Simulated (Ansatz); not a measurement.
Basis-set extrapolation for CH5AlClN (`[NH2][AlH][CH2]Cl`) (PBE0-D4/def2-TZVP geometry, frozen core, Ansatz 0.2.0). Multiplicity 1, RHF reference.

```csv
,def2-TZVPP,def2-QZVPP
HF,-796.743039,-796.767957
MP2 correlation,-0.660184,-0.712687
CCSD(T) correlation,-0.731905,not run
```

Energies in hartree. Use E(X) = E(∞) + A·exp(−7.88·√X) for Hartree–Fock and E(X) = E(∞) + B·X^(−2.97) for correlation, with X = 3 and 4, and add CCSD(T) minus MP2 of the smaller set to the MP2 limit.

Question: What is the CCSD(T) energy at the basis-set limit?

Answer: HF limit: -796.767957 + (-0.024918) × 0.13774 = -796.77139. MP2 limit: -0.712687 + (-0.052503) × 0.74074 = -0.75158. Higher-order term: -0.731905 − (-0.660184) = -0.07172. Total: -797.59469 hartree, 314.4 kJ/mol below CCSD(T)/def2-TZVPP.
